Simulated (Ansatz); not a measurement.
Stepwise reaction of `[OH][Ti]12345678([OH])([C@H]9[C@@H]1[C@@H]2[C@@H]3[C@H]94)[C@H]1[C@@H]5[C@@H]6[C@@H]7[C@H]18` with hydrogen fluoride, as a gas-phase model of exchange steps in deposition or etching. ΔE in kJ/mol.

Program: Ansatz. Geometries: PBE0-D4/def2-TZVP. ΔE: electronic, gas phase. CCSD(T)/CBS is the MP2 limit (def2-TZVPP, def2-QZVPP) plus CCSD(T) − MP2 in def2-TZVPP, frozen cores. This one scheme is used for every species. DFT in def2-TZVPP. B3LYP here is the variant with VWN-RPA as its local correlation; programs differ in this. For Ti outer-core shells are correlated without core-valence functions, which leaves a few kJ/mol of doubt a bond. Scalar relativity is left out up to krypton. One conformer a species, not always the lowest.

```
step                                                                                                                                                                                                  reaction  PBE-D4  B3LYP-D4  ωB97M-V  CCSD(T)/CBS
   2  `[OH][Ti]12345678([F])([C@H]9[C@@H]1[C@@H]2[C@@H]3[C@H]94)[C@H]1[C@@H]5[C@@H]6[C@@H]7[C@H]18` + H–F → `[F][Ti]12345678([F])([C@H]9[C@@H]1[C@@H]2[C@@H]3[C@H]94)[C@H]1[C@@H]5[C@@H]6[C@@H]7[C@H]18` + H₂O   -56.9     -59.3    -60.2        -51.1
```

(1) Give the row of step 1, `[OH][Ti]12345678([OH])([C@H]9[C@@H]1[C@@H]2[C@@H]3[C@H]94)[C@H]1[C@@H]5[C@@H]6[C@@H]7[C@H]18` + H–F → `[OH][Ti]12345678([F])([C@H]9[C@@H]1[C@@H]2[C@@H]3[C@H]94)[C@H]1[C@@H]5[C@@H]6[C@@H]7[C@H]18` + H₂O. (Estimate.)

(2) By hand: ΔE of the 2 steps together at CCSD(T)/CBS.

## Answers

(1) Computed: 
| step | reaction | PBE-D4 | B3LYP-D4 | ωB97M-V | CCSD(T)/CBS |
| --- | --- | --- | --- | --- | --- |
| 1 | `[OH][Ti]12345678([OH])([C@H]9[C@@H]1[C@@H]2[C@@H]3[C@H]94)[C@H]1[C@@H]5[C@@H]6[C@@H]7[C@H]18` + H–F → `[OH][Ti]12345678([F])([C@H]9[C@@H]1[C@@H]2[C@@H]3[C@H]94)[C@H]1[C@@H]5[C@@H]6[C@@H]7[C@H]18` + H₂O | -59.5 | -61.6 | -62.3 | -54.2 |

(2) (-54.2) + (-51.1) = -105.3 kJ/mol, or -52.7 kJ/mol a step.

In ΔE the steps differ by no more than 3.1 kJ/mol. All are downhill at CCSD(T)/CBS. PBE-D4 differs from CCSD(T)/CBS by -5.8 to -5.3 kJ/mol a step. Only this route is followed, and other bonds may react first. Isolated molecules leave out the surface, adducts and barriers. Largest T1 diagnostic: 0.019.
